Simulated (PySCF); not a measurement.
InCl2I.
Cartesian coordinates in Å at the PBE0-D3(BJ)/def2-SVP level; atoms count from 1:
```xyz
4
Cl2IIn angstrom
In     0.0168    0.0429    0.0003
Cl     2.3444    0.0641    0.0144
Cl    -1.0375    2.1192   -0.0288
I     -1.3236   -2.2262    0.0142
```

Computed with PySCF 2.14.0, density-fitted response routines, TDDFT wB97X-D/def2-SVPD, vertical, gas phase, core orbitals frozen in the response, def2 core potentials past Kr. Spin–orbit coupling is left out.

Broadening: Gaussians 0.5 eV wide at half height, area fixed by f = 4.319×10⁻⁹ ∫ε dν̃. The width is an assumption, not a result. The curve ends short of the highest state used, and states not computed would add to its high-energy end.

| E (eV) | ε (L mol⁻¹ cm⁻¹) |
| --- | --- |
| 3.37 | 2 |
| 3.41 | 3 |
| 3.45 | 6 |
| 3.50 | 12 |
| 3.54 | 21 |
| 3.58 | 35 |
| 3.62 | 55 |
| 3.66 | 85 |
| 3.71 | 140 |
| 3.75 | 200 |
| 3.79 | 276 |
| 3.83 | 368 |
| 3.87 | 474 |
| 3.92 | 620 |
| 3.96 | 739 |
| 4.00 | 851 |
| 4.04 | 948 |
| 4.08 | 1019 |
| 4.13 | 1064 |
| 4.17 | 1061 |
| 4.21 | 1021 |
| 4.25 | 951 |
| 4.30 | 829 |
| 4.34 | 716 |
| 4.38 | 599 |
| 4.42 | 486 |
| 4.46 | 386 |
| 4.51 | 286 |
| 4.55 | 233 |
| 4.59 | 210 |
| 4.63 | 222 |
| 4.67 | 276 |
| 4.72 | 419 |
| 4.76 | 608 |
| 4.80 | 876 |
| 4.84 | 1232 |
| 4.88 | 1681 |
| 4.93 | 2366 |
| 4.97 | 2993 |
| 5.01 | 3657 |
| 5.05 | 4319 |
| 5.10 | 5072 |
| 5.14 | 5560 |
| 5.18 | 5909 |
| 5.22 | 6101 |
| 5.26 | 6137 |
| 5.31 | 5998 |
| 5.35 | 5788 |
| 5.39 | 5538 |
| 5.43 | 5293 |
| 5.47 | 5082 |
| 5.52 | 4888 |
| 5.56 | 4780 |
| 5.60 | 4690 |
| 5.64 | 4588 |
| 5.68 | 4443 |

(1) Where are the band maxima, and which computed states make them?

(2) Coming from long wavelengths, where does ε first pass 100 L mol⁻¹ cm⁻¹?

(3) Does any computed singlet lie in the visible range?

(4) On this curve, what absorbance would a 10⁻⁴ mol/L sample give at 365 nm over a 1 cm path?

Answers

(1) 299 nm (4.15 eV), ε about 1100, made up of S1 (73%) and S2 (27%); 236 nm (5.25 eV), ε about 6100, made up of S3 (18%) and S4 (75%) (ε in L mol⁻¹ cm⁻¹; maxima over ε = 5, shares over 10%). The states used: S1 4.12 eV (f 0.014); S2 4.22 eV (f 0.0057); S3 5.19 eV (f 0.021); S4 5.22 eV (f 0.086); S5 5.25 eV (f 0.0000); S6 5.36 eV (f 0.0000); S7 5.67 eV (f 0.026); S8 5.70 eV (f 0.047); S9 6.16 eV (f 0.0019); S10 6.29 eV (f 0.0000).

(2) At about 337 nm (3.68 eV), 0.44 eV below S1.

(3) No computed singlet lies in the visible range (380 to 750 nm); the lowest, at 301 nm, stands 0.86 eV above its violet end (3.26 eV).

(4) 365 nm is 3.397 eV, where ε is about 2.6 L mol⁻¹ cm⁻¹, so A = ε c l ≈ 0.00026 (Beer–Lambert, with the gas-phase spectrum and the assumed width).

All these states lie below the vertical ionisation energy of 10.51 eV (ΔSCF).
